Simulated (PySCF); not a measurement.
# Correlation energy of Cd²⁺ (cadmium, charge +2)

[Kr] 4d9 5p1, one real determinant (an excited configuration). All numbers are calculated (PySCF 2.14, scalar relativity by spin-free X2C-1e, in x2c-TZVPPall (8s6p6d2f1g, 79 functions)). Frozen: [Ar] 3d10; 18 electrons correlated.

```
  level  correlation energy (mhartree)
   CCSD                        -567.33
    (T)                         -11.71
CCSD(T)                        -579.04
```

Diagnostics: T1 = 0.0064, D1 = 0.0324, largest double amplitude 0.031.

The real determinant used has ⟨L²⟩ near 8 against 12 for a pure F term, so it mixes terms.

Cost of the coupled-cluster step: about 50 core-seconds, for 18 correlated electrons.

Iterations:

```
CC2 = 0
CCSD nocc = (np.int64(10), np.int64(8)), nmo = (65, 65)
frozen orbitals [[0, 1, 2, 3, 4, 5, 6, 7, 8, 9, 10, 11, 12, 13], [0, 1, 2, 3, 4, 5, 6, 7, 8, 9, 10, 11, 12, 13]]
max_cycle = 100
direct = 0
conv_tol = 1e-08
conv_tol_normt = 1e-06
diis_space = 8
diis_start_cycle = 0
Init t2, MP2 energy = -0.579111791168273
Init E_corr(UCCSD) = -0.579111791169493
cycle = 1  E_corr(UCCSD) = -0.558953765622201  dE = 0.0201580255  norm(t1,t2) = 0.0443894
cycle = 2  E_corr(UCCSD) = -0.566976423802819  dE = -0.00802265818  norm(t1,t2) = 0.0111302
cycle = 3  E_corr(UCCSD) = -0.56679218409955  dE = 0.000184239703  norm(t1,t2) = 0.00579275
cycle = 4  E_corr(UCCSD) = -0.567269615053886  dE = -0.000477430954  norm(t1,t2) = 0.00376657
cycle = 5  E_corr(UCCSD) = -0.567272501056513  dE = -2.88600263e-06  norm(t1,t2) = 0.00318157
cycle = 6  E_corr(UCCSD) = -0.567295479559148  dE = -2.29785026e-05  norm(t1,t2) = 0.0193311
cycle = 7  E_corr(UCCSD) = -0.567247023802979  dE = 4.84557562e-05  norm(t1,t2) = 0.00146021
cycle = 8  E_corr(UCCSD) = -0.567343260185678  dE = -9.62363827e-05  norm(t1,t2) = 0.000375499
cycle = 9  E_corr(UCCSD) = -0.567329067076982  dE = 1.41931087e-05  norm(t1,t2) = 0.000103048
cycle = 10  E_corr(UCCSD) = -0.567325285705591  dE = 3.78137139e-06  norm(t1,t2) = 2.76203e-05
cycle = 11  E_corr(UCCSD) = -0.567326902391481  dE = -1.61668589e-06  norm(t1,t2) = 9.62939e-06
cycle = 12  E_corr(UCCSD) = -0.567326874817971  dE = 2.75735105e-08  norm(t1,t2) = 3.11123e-06
cycle = 13  E_corr(UCCSD) = -0.567326981555631  dE = -1.0673766e-07  norm(t1,t2) = 6.22259e-07
cycle = 14  E_corr(UCCSD) = -0.56732695878417  dE = 2.27714605e-08  norm(t1,t2) = 2.14309e-07
cycle = 15  E_corr(UCCSD) = -0.567326957635934  dE = 1.14823662e-09  norm(t1,t2) = 1.34662e-06
cycle = 16  E_corr(UCCSD) = -0.567326960572351  dE = -2.93641711e-09  norm(t1,t2) = 2.42875e-07
UCCSD converged
E(UCCSD) = -5590.44061515154  E_corr = -0.567326960572351
UCCSD(T) correction = -0.0117122104955108
```

The reference is one real determinant that mixes LS terms of this configuration.

This basis was not built for core-valence correlation, so the inner-shell part is incomplete.
